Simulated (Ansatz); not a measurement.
Program: Ansatz. Geometries: PBE0-D4/def2-TZVP. ΔE: electronic, gas phase. CCSD(T)/CBS is the MP2 limit (def2-TZVPP, def2-QZVPP) plus CCSD(T) − MP2 in def2-TZVPP, frozen cores. This one scheme is used for every species. DFT in def2-TZVPP. B3LYP here is the variant with VWN-RPA as its local correlation; programs differ in this. Elements past krypton have def2 core potentials. For Sn outer-core shells are correlated without core-valence functions, which leaves a few kJ/mol of doubt a bond. Each species was taken in one conformer, which may not be the lowest.

Consider the ligand exchange at the Sn–Cl bond: `CC(C)[O][Sn][Cl]` + H–F → `CC(C)[O][Sn][F]` + HCl.

`CC(C)[O][Sn][Cl]`:

```xyz
13

C     1.372   -0.244    0.043
C     0.181    0.654    0.320
C    -0.946   -0.081    1.020
O    -0.276    1.272   -0.868
Sn   -1.041    0.759   -2.591
Cl   -1.137   -1.633   -2.421
H     1.786   -0.631    0.978
H     1.079   -1.092   -0.579
H     2.158    0.316   -0.470
H     0.512    1.477    0.969
H    -0.612   -0.465    1.987
H    -1.788    0.593    1.194
H    -1.288   -0.925    0.417
```

H–F:

```xyz
2

F     0.348    0.137   -0.269
H    -0.348   -0.137    0.269
```

`CC(C)[O][Sn][F]`:

Z-matrix (Å, degrees):
```
C
C 1 1.518
H 1 1.093 2 110.3
H 1 1.092 2 110.3 3 120.5
H 1 1.093 2 110.7 3 -119.8
C 2 1.518 1 112.1 3 58.5
O 2 1.416 1 111.0 3 -66.1
H 2 1.098 1 108.5 3 178.2
H 6 1.092 2 110.3 1 -179.0
H 6 1.093 2 110.7 1 61.3
H 6 1.093 2 110.3 1 -58.6
Sn 7 1.956 2 133.9 1 62.5
F 12 1.958 7 98.6 2 0.0
```

HCl:

Z-matrix (Å, degrees):
```
Cl
H 1 1.279
```

| level | ΔE (kJ/mol) | difference from CCSD(T)/CBS |
| --- | --- | --- |
| PBE-D4 | 24.7 | -3.2 |
| r2SCAN-D4 | 21.6 | -6.3 |
| PBE0-D4 | 31.1 | 3.2 |
| B3LYP-D4 | 24.7 | -3.2 |
| ωB97X-V | 17.7 | -10.2 |
| ωB97M-V | 21.5 | -6.4 |
| PBE | 20.5 | -7.4 |
| PBE0 | 27.2 | -0.7 |
| B3LYP | 18.1 | -9.8 |
| MP2/def2-TZVPP | 31.5 | 3.6 |
| CCSD(T)/def2-TZVPP | 25.3 | -2.6 |
| HF/def2-QZVPP | 23.9 | -4.0 |
| MP2/def2-QZVPP | 32.3 | 4.4 |
| SCS-MP2/def2-QZVPP | 26.3 | -1.6 |
| MP2/CBS(def2) | 34.1 | 6.2 |
| CCSD/CBS(def2) | 27.3 | -0.6 |
| CCSD(T)/CBS | 27.9 | 0 |

Largest T1 diagnostic among the species: 0.016.

From PBE to PBE0 (25 % exact exchange), in def2-TZVPP and without D4, ΔE moves by +6.7 kJ/mol. The D4 term adds +6.6 kJ/mol with B3LYP and +3.8 kJ/mol with PBE0; it sums over pairs of atoms, weighted by their polarisabilities, and B3LYP, whose exchange is more repulsive, gets the larger term.
